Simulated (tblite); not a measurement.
Compound: C₅H₂F₃ (doublet state).
Atom-mapped SMILES: `[CH:1]#[C:2]/[C:3]([F:4])=[C:5](\[F:6])[CH:7][F:8]` (hydrogens: H9 on C1; H10 on C7)
Bond orders are those of one Lewis drawing.

Computed with GFN2-xTB (tblite), gas phase: L-BFGS steps from a force-field or distance-geometry start until the largest atomic force falls under 0.01 eV/Å.

Step 9: E = -701.1971 eV
```
atom  x, y, z in Å  |  force x, y, z in eV/Å
C1      2.7901   -0.4938   -0.0500   -0.029   0.010  -0.007
C2      1.6443   -0.1656   -0.2569   -0.007  -0.005   0.011
C3      0.3355    0.2115   -0.4963   -0.008   0.003  -0.004
F4      0.0676    0.8928   -1.6293   -0.030   0.002   0.004
C5     -0.7471   -0.0612    0.3573   -0.016  -0.006   0.028
F6     -0.4433   -0.7403    1.4783    0.035  -0.018   0.020
C7     -2.0419    0.3030    0.1409    0.079  -0.018  -0.002
F8     -2.9960   -0.0034    1.0190   -0.008   0.038  -0.071
H9      3.7806   -0.7839    0.1408   -0.014   0.005  -0.005
H10    -2.3808    0.8456   -0.7263    0.000  -0.011   0.025
```

Step 10: E = -701.1975 eV
```
atom  x, y, z in Å  |  force x, y, z in eV/Å
C1      2.7890   -0.4932   -0.0508   -0.013   0.003  -0.002
C2      1.6427   -0.1658   -0.2559   -0.016   0.007  -0.008
C3      0.3341    0.2121   -0.4971    0.006  -0.009   0.015
F4      0.0670    0.8937   -1.6309   -0.032  -0.019   0.042
C5     -0.7469   -0.0622    0.3593    0.015  -0.004   0.012
F6     -0.4413   -0.7417    1.4804    0.028   0.003  -0.015
C7     -2.0406    0.3024    0.1414    0.045  -0.010  -0.003
F8     -2.9971   -0.0024    1.0172   -0.011   0.037  -0.066
H9      3.7795   -0.7837    0.1407   -0.026   0.008  -0.006
H10    -2.3774    0.8455   -0.7268    0.004  -0.016   0.032
```

Problem. Estimate the geometry and energy of step 11. (The exact step hangs on the optimiser's Hessian estimate; all steps are aligned on step 10, rigid shifts and turns removed.)

Solution. E = -701.1979 eV, largest force 0.076 eV/Å
```
atom  x, y, z in Å  |  force x, y, z in eV/Å
C1      2.7876   -0.4925   -0.0515    0.007  -0.003   0.004
C2      1.6409   -0.1659   -0.2552   -0.015   0.015  -0.024
C3      0.3329    0.2124   -0.4975    0.012  -0.016   0.028
F4      0.0658    0.8942   -1.6315   -0.033  -0.030   0.062
C5     -0.7462   -0.0632    0.3614    0.039  -0.002  -0.003
F6     -0.4389   -0.7430    1.4821    0.022   0.014  -0.031
C7     -2.0386    0.3017    0.1417    0.006  -0.001  -0.004
F8     -2.9983   -0.0007    1.0142   -0.019   0.027  -0.046
H9      3.7780   -0.7833    0.1404   -0.029   0.009  -0.007
H10    -2.3743    0.8450   -0.7266    0.012  -0.012   0.022
```

The energy changes by -0.0004 eV. The first-order estimate −F·Δx gives -0.0006 eV and the mean of the old and new forces, exact on a quadratic surface, -0.0004 eV. The step makes an angle of 54° with the force vector and moves no atom by more than 0.004 Å.

The cost below is that of the whole relaxation. The run took 0.16 s wall on Arm Neoverse V1, one thread, shared host.
